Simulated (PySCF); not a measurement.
CH₃BBrClO, SMILES COB(Cl)Br. Atoms are numbered in the order given.

```xyz
8

B     -0.2286    -0.5684     0.1180
Cl    -0.5875    -1.2402     1.7075
Br     0.4820     1.2381    -0.0007
O     -0.4562    -1.3212    -0.9541
C     -0.2484    -1.0043    -2.3203
H      0.4646    -1.7280    -2.7423
H     -1.2074    -1.1008    -2.8503
H      0.1428     0.0158    -2.4471
```
Charge 0, spin multiplicity 1.

Geometry: B3LYP-D3(BJ)/def2-SVP. The values are those of a single conformer.

Computed with PBE0/pcSseg-1 run with PySCF.

GIAO shieldings, no solvent; atoms alike by connectivity are averaged. δ = σ(ref) − σ: ¹¹B against BF3 (σ = 88.8 ppm); ³⁵Cl against HCl (σ = 945.9 ppm); ¹⁷O against H2O (σ = 334.2 ppm); ¹³C against TMS (σ = 186.3 ppm); ¹H against TMS (σ = 31.56 ppm), references at their B3LYP-D3(BJ)/def2-TZVP geometries, non-relativistic (without spin–orbit terms, shifts of atoms bonded to Cl or Br come out too high).

Computed chemical shifts:
| nucleus | atoms | count | δ (ppm) |
|---|---|---|---|
| ¹¹B | B1 | 1 | 24.0 |
| ³⁵Cl | Cl2 | 1 | 194.4 |
| ¹⁷O | O4 | 1 | 176.7 |
| ¹³C | C5 | 1 | 61.0 |
| ¹H | H6, H7, H8 | 3 | 4.41 |
